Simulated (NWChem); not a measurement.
Species: SiCl$_{3}$ cation

```xyz
4

Cl     1.3883     1.3883     0.0000
Si     0.0000     0.0000     0.0000
Cl     0.5082    -1.8965     0.0000
Cl    -1.8965     0.5082     0.0000
```
Atoms are numbered in this order, from 1.

Computed with NWChem. Pople sets run with spherical d functions. Structure relaxed at the PBE0/def2-SVP level. Vzz is the largest principal value of the second derivative of the potential at the nucleus (NWChem prints the opposite sign); η is the asymmetry. Non-relativistic.

Q: What does the run give for Hartree-Fock/6-31G*? Quantities: Vzz Cl4 (a.u.); η Cl4.

A: The vzz Cl4 (a.u.) is 2.643 and the η Cl4 comes out as 0.33.
